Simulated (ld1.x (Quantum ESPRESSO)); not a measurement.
How hard is this Re (Z = 75) TM potential?

| Property | Result |
| --- | --- |
| Element | Re (Z = 75) |
| Generator | ld1.x (Quantum ESPRESSO) 7.5 |
| Type | norm-conserving Troullier–Martins (Kleinman–Bylander form) |
| Functional | PBE |
| Relativity | scalar-relativistic |
| Frozen core | [Xe] 4f14 |
| Valence charge | 7 |
| Reference configuration | 5d5 6s2 6p0 |
| Partial waves | 6s (bound): rc 2.84 bohr; 6p (bound, empty): rc 3.75 bohr; 5d (bound): rc 2.25 bohr |
| Local potential | the d channel |
| Core correction | none |

The pseudo-atom Hamiltonian at the reference potential is diagonalised in spherical Bessel functions j_l(qr) that vanish at 20 bohr, with q² up to the cutoff. All-electron valence levels (Ry): 6s -0.4368, 6p -0.0969, 5d -0.3944.

Problem. How do the lowest levels (Ry) of each channel move with the cutoff, and are there ghosts?

Solution.

| cutoff (Ry) | s #1 | s #2 | p #1 | p #2 | p #3 | d #1 | d #2 | f #1 | f #2 | Σ f·Δε (mRy) |
| --- | --- | --- | --- | --- | --- | --- | --- | --- | --- | --- |
| 8 | -1.6110 | -0.4306 | -0.0969 | 0.0509 | 0.1694 | -0.0670 | 0.0700 | 0.1113 | 0.2323 | 1649.5 |
| 10 | -2.3236 | -0.4329 | -0.0969 | 0.0508 | 0.1691 | -0.1404 | 0.0665 | 0.1113 | 0.2322 | 1278.1 |
| 12 | -2.8413 | -0.4349 | -0.0969 | 0.0506 | 0.1586 | -0.2150 | 0.0645 | 0.1113 | 0.2322 | 901.1 |
| 15 | -3.1673 | -0.4361 | -0.1919 | -0.0969 | 0.0511 | -0.2796 | 0.0634 | 0.1113 | 0.2322 | 575.8 |
| 18 | -3.3956 | -0.4367 | -0.3365 | -0.0969 | 0.0510 | -0.3462 | 0.0625 | 0.1113 | 0.2322 | 241.4 |
| 21 | -3.4481 | -0.4367 | -0.4206 | -0.0969 | 0.0510 | -0.3711 | 0.0622 | 0.1113 | 0.2322 | 116.9 |
| 30 | -3.4704 | -0.4368 | -0.4967 | -0.0969 | 0.0510 | -0.3925 | 0.0619 | 0.1113 | 0.2322 | 9.7 |
| 35 | -3.4705 | -0.4368 | -0.5000 | -0.0969 | 0.0510 | -0.3942 | 0.0619 | 0.1113 | 0.2322 | 1.2 |
| 40 | -3.4707 | -0.4368 | -0.5001 | -0.0969 | 0.0510 | -0.3944 | 0.0619 | 0.1113 | 0.2322 | 0.4 |
| 45 | -3.4710 | -0.4368 | -0.5002 | -0.0969 | 0.0510 | -0.3944 | 0.0619 | 0.1113 | 0.2322 | 0.3 |
| 50 | -3.4712 | -0.4368 | -0.5003 | -0.0969 | 0.0510 | -0.3944 | 0.0619 | 0.1113 | 0.2322 | 0.2 |
| 400 | -3.4715 | -0.4368 | -0.5006 | -0.0969 | 0.0510 | -0.3944 | 0.0619 | 0.1113 | 0.2322 | 0.0 |

Result: ghost states, extra bound levels that the all-electron valence spectrum of the same l lacks: s at -47.2 eV, p at -6.8 eV (a true bound ghost makes a file unfit for plane-wave use); 10 mRy is reached at 30 Ry and 1 mRy at 40 Ry.

2 of 7 tests not solved or not reliable.
